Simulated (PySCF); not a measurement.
C₄H₁₀O₂, SMILES C(COC)OC.

The structure is a stationary point at PBE-D3(BJ)/def2-SVP. One conformer was computed; it need not be the lowest.

Calculation: PySCF with M06-2X/def2-TZVP.

Symmetry labels are those of the subgroup C2 that the program uses (full group C2).

Computed valence orbital energies around the gap with their symmetry:
```tsv
orbital	symmetry	energy (eV)
HOMO−7	B	-13.49
HOMO−6	B	-12.39
HOMO−5	A	-12.00
HOMO−4	A	-11.45
HOMO−3	B	-10.74
HOMO−2	A	-10.50
HOMO−1	A	-9.16
HOMO	B	-8.90
LUMO	A	1.99
LUMO+1	B	2.23
LUMO+2	A	2.86
LUMO+3	A	3.43
```
